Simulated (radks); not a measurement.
Charge is removed step by step from the 2s down level of F2+, starting from [He] 2s(up 1, down 1) 2p3. All-electron calculation, non-relativistic Kohn-Sham, PBE, spin-polarised, spherical densities, point nucleus; open shells are filled with parallel spins first. Program: a radial shooting solver on a logarithmic mesh with Libxc functionals.

removed (e),E - E(0) (eV),eigenvalue (eV)
0,0.000,-63.196
0.25,16.375,-67.795
0.5,33.890,-72.303
0.75,52.510,-76.612

The mean slope of the eigenvalue, de/dn, is 17.9 eV per electron.
